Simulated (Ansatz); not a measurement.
NH₃ + `[F][In]([F])[F]` → `[NH3+][In-]([F])([F])[F]`  (adduct formation)

Isolated molecules relaxed with PBE0-D4/def2-TZVP in Ansatz; ΔE leaves out vibrations. CBS: MP2 limit from def2 TZ/QZ plus the TZ coupled-cluster correction, frozen cores. This one scheme is used for every species. Functionals use def2-TZVPP. Elements past krypton have def2 core potentials. For In outer-core shells are correlated without core-valence functions, which leaves a few kJ/mol of doubt a bond. One conformer a species, not always the lowest.

NH₃:

```xyz
4

N    -0.138    0.070    0.236
H     0.431   -0.758    0.364
H    -0.774   -0.122   -0.528
H     0.481    0.810   -0.072
```

`[F][In]([F])[F]`:

Cartesian coordinates in Å:
```
F -1.394 -0.997 0.862
In 0.000 0.000 0.000
F -0.335 1.788 -0.610
F 1.729 -0.791 -0.252
```

`[NH3+][In-]([F])([F])[F]`:

Z-matrix (Å, degrees):
```
N
In 1 2.264
H 1 1.015 2 110.4
H 1 1.015 2 110.4 3 120.0
H 1 1.015 2 110.4 3 -120.0
F 2 1.946 1 97.7 3 -0.1
F 2 1.946 1 97.7 3 119.9
F 2 1.946 1 97.7 3 -120.1
```

```csv
level,ΔE (eV)
PBE0-D4,-1.54
r2SCANh-D4,-1.59
BHLYP-D4,-1.62
B2PLYP,-1.48
CAM-B3LYP,-1.53
MP2/def2-SVP,-1.74
MP2/def2-TZVPP,-1.59
MP2/def2-QZVPP,-1.61
```

(1) What does CCSD(T)/CBS give? (An estimate is asked.)

Largest T1 diagnostic among the species: 0.018.

Answers

(1) Computed: -1.61 eV. The listed levels differ from it by 0.07, 0.02, -0.01, 0.13, 0.08, -0.13, 0.02, 0.00 eV.

From BLYP to BHLYP (50 % exact exchange), in def2-TZVPP and without D4, ΔE moves by −0.28 eV. In def2-TZVPP, CCSD(T) changes the Hartree–Fock value by −0.08 eV (the triples alone add +0.00 eV) and MP2 by −0.11 eV. Leaving LDA and LC-ωPBE aside and taking each functional with its dispersion term where it has one, the values, not all of them listed here, spread over 0.26 eV, from r2SCAN0-D4 to revPBE-D4. LDA lies −0.35 eV from PBE without D4.
